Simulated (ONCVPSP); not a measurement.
# How hard is this Cl ONCV potential?

| Property | Result |
| --- | --- |
| Element | Cl (Z = 17) |
| Generator | ONCVPSP 4.0.1 |
| Type | optimised norm-conserving Vanderbilt (ONCV) |
| Functional | PBE |
| Relativity | non-relativistic |
| Frozen core | [Ne] |
| Valence charge | 7 |
| Reference configuration | 3s2 3p4 (charge +1) |
| Partial waves | 3s: rc 1.20 bohr, ncon 4, nbas 7, qcut 5.1 1/bohr, 3 projectors, debl 3.5 Ha; 3p: rc 1.10 bohr, ncon 4, nbas 8, qcut 7.8 1/bohr, 2 projectors, debl 3.4 Ha; d scattering state at 0.11 Ha: rc 1.05 bohr, ncon 5, nbas 8, qcut 8.6 1/bohr, 2 projectors, debl 0.3 Ha |
| Local potential | polynomial inside 0.85 bohr (lpopt 3, dvloc0 0 Ha) |
| Core correction | none |

Question: For each optimised wave give the share of its norm inside rc, the residual kinetic energy above qcut (Ha) and the cutoffs (Ha) for errors of 10, 1, 0.1 and 0.01 mHa per electron.

Answer:

```json
{"wave": "3s", "norm inside rc": "0.317", "residual KE": "4.0e-03", "10 mHa": "11.0", "1 mHa": "23.3", "0.1 mHa": "56.5", "0.01 mHa": "70.3"}
{"wave": "s projector 2", "norm inside rc": "0.065", "residual KE": "8.3e-03", "10 mHa": "12.5", "1 mHa": "84.8", "0.1 mHa": "118.0", "0.01 mHa": "138.3"}
{"wave": "s projector 3", "norm inside rc": "0.044", "residual KE": "5.9e-02", "10 mHa": "16.3", "1 mHa": "120.4", "0.1 mHa": "162.9", "0.01 mHa": "208.8"}
{"wave": "3p", "norm inside rc": "0.179", "residual KE": "6.7e-04", "10 mHa": "5.5", "1 mHa": "23.6", "0.1 mHa": "148.8", "0.01 mHa": "179.2"}
{"wave": "p projector 2", "norm inside rc": "0.068", "residual KE": "1.7e-02", "10 mHa": "39.1", "1 mHa": "196.7", "0.1 mHa": "229.8", "0.01 mHa": "299.5"}
{"wave": "d projector 1", "norm inside rc": "0.039", "residual KE": "1.3e-03", "10 mHa": "21.8", "1 mHa": "39.0", "0.1 mHa": "152.7", "0.01 mHa": "193.1"}
{"wave": "d projector 2", "norm inside rc": "0.069", "residual KE": "2.1e-03", "10 mHa": "25.7", "1 mHa": "65.4", "0.1 mHa": "234.7", "0.01 mHa": "271.1"}
```

The occupied waves need 24 Ha and 149 Ha for 1 and 0.1 mHa. Note: ghosts flagged at negative energy: s at -219.2 eV; GHOST(+) flagged for d at 30.0 eV. A true bound ghost makes a file unfit for plane-wave use.
